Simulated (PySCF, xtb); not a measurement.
ClH5OSi2, SMILES O[Si@@H]([SiH3])Cl. Other conformers were not sampled.

Harmonic wavenumbers (cm⁻¹) from GFN2-xTB run with xtb at its own minimum, in rising order: 27, 105, 166, 206, 310, 399, 465, 473, 517, 646, 693, 785, 789, 798, 802, 887, 2197, 2235, 2237, 2244, 3619.

Q: What does B3LYP-D3(BJ)/def2-SVP in PySCF give at its own minimum? (An estimate is asked for; the answer gives what the named calculation found.)

A: 105, 113, 178, 218, 304, 410, 511, 528, 548, 743, 821, 841, 877, 932, 942, 947, 2207, 2218, 2225, 2233, 3852. Paired by order, the mean absolute difference is 59 cm⁻¹ and the zero-point energies are 29.4 and 31.1 kcal/mol.
